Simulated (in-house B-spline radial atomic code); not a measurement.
**The gallium ion Ga⁶⁺: [Ar] 3d7**

Computed with an all-electron radial atomic-structure program (B-spline basis): non-relativistic HSE06, spin-polarised, spherical fractional occupations, exact exchange averaged over the configuration, point nucleus.

Effective charges: Z_r = [3n² - l(l+1)]/(2<r>) from the radius, Z_e = n√(-2ε) from the energy, and Slater's rules. Values are occupation-weighted means over spin.

```json
{"shell": "1s", "electrons": "2", "ε (eV)": "-10266", "<r> (bohr)": "0.04942", "Z_r": "30.35", "Z_e": "27.47", "Slater": "30.70"}
{"shell": "2s", "electrons": "2", "ε (eV)": "-1373.2", "<r> (bohr)": "0.2212", "Z_r": "27.13", "Z_e": "20.09", "Slater": "26.85"}
{"shell": "2p", "electrons": "6", "ε (eV)": "-1228.9", "<r> (bohr)": "0.1921", "Z_r": "26.03", "Z_e": "19.01", "Slater": "26.85"}
{"shell": "3s", "electrons": "2", "ε (eV)": "-263.48", "<r> (bohr)": "0.6433", "Z_r": "20.99", "Z_e": "13.20", "Slater": "19.75"}
{"shell": "3p", "electrons": "6", "ε (eV)": "-215.4", "<r> (bohr)": "0.6544", "Z_r": "19.10", "Z_e": "11.94", "Slater": "19.75"}
{"shell": "3d", "electrons": "7", "ε (eV)": "-134.55", "<r> (bohr)": "0.6739", "Z_r": "15.58", "Z_e": "9.43", "Slater": "10.90"}
```

The least bound orbital is 3d down at -131 eV, and it is also the most diffuse (<r> = 0.6805 bohr).
